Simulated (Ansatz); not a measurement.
Reactions of CH₈O₄Si₂, SMILES `CO[SiH2]O[SiH](O)O`.

Program: Ansatz. Geometries: PBE0-D4/def2-TZVP. ΔE: electronic, gas phase. CCSD(T)/CBS adds triple-zeta CCSD(T) − MP2 to the extrapolated MP2 energy (def2 sets, frozen cores). This one scheme is used for every species, atoms too. No spin–orbit coupling; open shells (•) take unrestricted orbitals. Spin–orbit coupling would lower the free atoms: a little for C, O, Si. One conformer a species, not always the lowest.

**Question.** Order these by ΔE at CCSD(T)/CBS, lowest first. (Estimate.)
A. `CO[SiH2]O[SiH](O)O` + H–F → `O[SiH](O)O[SiH2]F` + CH₃OH
B. `CO[SiH2]O[SiH](O)O` + CH₃NH₂ → `CN[SiH2]OC` + `O[SiH](O)O`
C. `CO[SiH2]O[SiH](O)O` + H–F → `CO[SiH2]O[SiH](O)F` + H₂O
D. `CO[SiH2]O[SiH](O)O` + HCl → `CO[SiH2]Cl` + `O[SiH](O)O`
E. `CO[SiH2]O[SiH](O)O` + `O[Si@H](F)N[Si@H](O)Cl` → `O[SiH](O)N[SiH](O)Cl` + `CO[SiH2]O[SiH](O)F`
F. `CO[SiH2]O[SiH](O)O` → C• + 8 H• + 4 O• + 2 Si•
G. `CO[SiH2]O[SiH](O)O` → `C[SiH](O)[Si](O)(O)O`

**Answer.** C (-44.8 kJ/mol), A (-34.1 kJ/mol), E (-0.2 kJ/mol), D (+22.3 kJ/mol), G (+48.3 kJ/mol), B (+65.1 kJ/mol), F (+5947.6 kJ/mol).

Largest T1 diagnostic: 0.012, for `C[SiH](O)[Si](O)(O)O`.
